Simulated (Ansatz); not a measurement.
Diatomic SiCu, multiplicity 4 (an upper state: multiplicity 2 came lower at CCSD(T)/def2-TZVPP on PBE0 minima). No spin–orbit coupling. Cu is treated without relativity.

The constants come from a fifth-degree fit in 1/R (seven points, main isotopes). In def2 and cc sets the state is the lowest found near the PBE0 minimum, followed along R.

Correlated levels freeze the inner cores; with def2 sets outer-core shells near the valence are correlated too.

Run with Ansatz (a program for electronic structure) with Gaussian orbitals. 

```
level               r_e (Å)  ω_e (cm⁻¹)  ω_e x_e (cm⁻¹)  dipole (D)
------------------  -------  ----------  --------------  ----------
PBE/def2-TZVPP        2.189         ___             2.0        2.42
PBE0/def2-TZVPP       2.213         320             1.9        3.01
wB97X-V/def2-TZVPP    2.219         319             1.8        3.47
CCSD/def2-TZVPP       2.256         299             1.6           -
CCSD(T)/def2-TZVPP      ___         ___             1.6           -
```

Problem. Some entries are withheld; supply them.

Solution. 
- CCSD(T)/def2-TZVPP, r_e (Å): 2.226
- CCSD(T)/def2-TZVPP, ω_e (cm⁻¹): 313
- PBE/def2-TZVPP, ω_e (cm⁻¹): 337
